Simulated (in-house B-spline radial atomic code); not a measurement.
Orbital energies and mean radii along the 34-electron series, configuration 1s2 2s2 2p6 3s2 3p6 3d10 4s2 4p1/2(2) 4p3/2(2). The effective charge is n√(-2ε), a non-relativistic measure. Computed with a radial B-spline atomic code at the basis-set limit: Dirac-Hartree-Fock, jj configuration that fills j = l - 1/2 first, finite nuclei.

```json
{"ion": "Se", "Z": "34", "energy of 4p1/2 (Eh)": "-0.39249", "mean radius of 4p1/2 (bohr)": "2.2816", "energy of 3s1/2 (Eh)": "-9.2192", "mean radius of 3s1/2 (bohr)": "0.57106", "effective charge of 4p1/2": "3.544"}
{"ion": "Br+", "Z": "35", "energy of 4p1/2 (Eh)": "?", "mean radius of 4p1/2 (bohr)": "?", "energy of 3s1/2 (Eh)": "?", "mean radius of 3s1/2 (bohr)": "?", "effective charge of 4p1/2": "?"}
{"ion": "Kr2+", "Z": "36", "energy of 4p1/2 (Eh)": "-1.3562", "mean radius of 4p1/2 (bohr)": "1.7326", "energy of 3s1/2 (Eh)": "-12.158", "mean radius of 3s1/2 (bohr)": "0.52685", "effective charge of 4p1/2": "6.5876"}
{"ion": "Rb3+", "Z": "37", "energy of 4p1/2 (Eh)": "-1.9648", "mean radius of 4p1/2 (bohr)": "1.5683", "energy of 3s1/2 (Eh)": "-13.852", "mean radius of 3s1/2 (bohr)": "0.50694", "effective charge of 4p1/2": "7.9292"}
{"ion": "Sr4+", "Z": "38", "energy of 4p1/2 (Eh)": "-2.6507", "mean radius of 4p1/2 (bohr)": "1.4387", "energy of 3s1/2 (Eh)": "-15.684", "mean radius of 3s1/2 (bohr)": "0.48833", "effective charge of 4p1/2": "9.2098"}
{"ion": "Zr6+", "Z": "40", "energy of 4p1/2 (Eh)": "-4.244", "mean radius of 4p1/2 (bohr)": "1.2433", "energy of 3s1/2 (Eh)": "-19.748", "mean radius of 3s1/2 (bohr)": "0.45458", "effective charge of 4p1/2": "11.654"}
{"ion": "Nb7+", "Z": "41", "energy of 4p1/2 (Eh)": "-5.1484", "mean radius of 4p1/2 (bohr)": "1.1669", "energy of 3s1/2 (Eh)": "-21.975", "mean radius of 3s1/2 (bohr)": "0.43925", "effective charge of 4p1/2": "12.835"}
{"ion": "Mo8+", "Z": "42", "energy of 4p1/2 (Eh)": "?", "mean radius of 4p1/2 (bohr)": "?", "energy of 3s1/2 (Eh)": "?", "mean radius of 3s1/2 (bohr)": "?", "effective charge of 4p1/2": "?"}
{"ion": "Tc9+", "Z": "43", "energy of 4p1/2 (Eh)": "-7.1683", "mean radius of 4p1/2 (bohr)": "1.0416", "energy of 3s1/2 (Eh)": "-26.815", "mean radius of 3s1/2 (bohr)": "0.41126", "effective charge of 4p1/2": "15.145"}
{"ion": "Ru10+", "Z": "44", "energy of 4p1/2 (Eh)": "-8.2827", "mean radius of 4p1/2 (bohr)": "0.98942", "energy of 3s1/2 (Eh)": "-29.427", "mean radius of 3s1/2 (bohr)": "0.39846", "effective charge of 4p1/2": "16.28"}
{"ion": "Rh11+", "Z": "45", "energy of 4p1/2 (Eh)": "-9.4665", "mean radius of 4p1/2 (bohr)": "0.94256", "energy of 3s1/2 (Eh)": "-32.166", "mean radius of 3s1/2 (bohr)": "0.38636", "effective charge of 4p1/2": "17.405"}
{"ion": "Pd12+", "Z": "46", "energy of 4p1/2 (Eh)": "?", "mean radius of 4p1/2 (bohr)": "?", "energy of 3s1/2 (Eh)": "?", "mean radius of 3s1/2 (bohr)": "?", "effective charge of 4p1/2": "?"}
{"ion": "Ag13+", "Z": "47", "energy of 4p1/2 (Eh)": "-12.041", "mean radius of 4p1/2 (bohr)": "0.86169", "energy of 3s1/2 (Eh)": "-38.027", "mean radius of 3s1/2 (bohr)": "0.36408", "effective charge of 4p1/2": "19.63"}
{"ion": "Cd14+", "Z": "48", "energy of 4p1/2 (Eh)": "-13.433", "mean radius of 4p1/2 (bohr)": "0.82647", "energy of 3s1/2 (Eh)": "-41.15", "mean radius of 3s1/2 (bohr)": "0.3538", "effective charge of 4p1/2": "20.733"}
{"ion": "In15+", "Z": "49", "energy of 4p1/2 (Eh)": "-14.893", "mean radius of 4p1/2 (bohr)": "0.79411", "energy of 3s1/2 (Eh)": "-44.402", "mean radius of 3s1/2 (bohr)": "0.34404", "effective charge of 4p1/2": "21.831"}
{"ion": "Sn16+", "Z": "50", "energy of 4p1/2 (Eh)": "-16.423", "mean radius of 4p1/2 (bohr)": "0.76425", "energy of 3s1/2 (Eh)": "-47.782", "mean radius of 3s1/2 (bohr)": "0.33475", "effective charge of 4p1/2": "22.924"}
{"ion": "Sb17+", "Z": "51", "energy of 4p1/2 (Eh)": "-18.022", "mean radius of 4p1/2 (bohr)": "0.7366", "energy of 3s1/2 (Eh)": "-51.293", "mean radius of 3s1/2 (bohr)": "0.32591", "effective charge of 4p1/2": "24.014"}
{"ion": "Te18+", "Z": "52", "energy of 4p1/2 (Eh)": "-19.69", "mean radius of 4p1/2 (bohr)": "0.7109", "energy of 3s1/2 (Eh)": "-54.934", "mean radius of 3s1/2 (bohr)": "0.31748", "effective charge of 4p1/2": "25.102"}
{"ion": "I19+", "Z": "53", "energy of 4p1/2 (Eh)": "-21.429", "mean radius of 4p1/2 (bohr)": "0.68694", "energy of 3s1/2 (Eh)": "-58.706", "mean radius of 3s1/2 (bohr)": "0.30944", "effective charge of 4p1/2": "26.187"}
```

(1) Fill in the row of Br+.

(2) Fill in the row of Mo8+.

(3) Fill in the row of Pd12+.

(4) How does the screening of 4p1/2 change?

## Answers

(1) energy of 4p1/2 (Eh): -0.82933; mean radius of 4p1/2 (bohr): 1.9533; energy of 3s1/2 (Eh): -10.61; mean radius of 3s1/2 (bohr): 0.54818; effective charge of 4p1/2: 5.1516.

(2) energy of 4p1/2 (Eh): -6.1234; mean radius of 4p1/2 (bohr): 1.1003; energy of 3s1/2 (Eh): -24.331; mean radius of 3s1/2 (bohr): 0.42484; effective charge of 4p1/2: 13.998.

(3) energy of 4p1/2 (Eh): -10.719; mean radius of 4p1/2 (bohr): 0.90021; energy of 3s1/2 (Eh): -35.033; mean radius of 3s1/2 (bohr): 0.37492; effective charge of 4p1/2: 18.521.

(4) Z less the effective charge goes from 30.46 at Z = 34 to 26.81 at Z = 53.
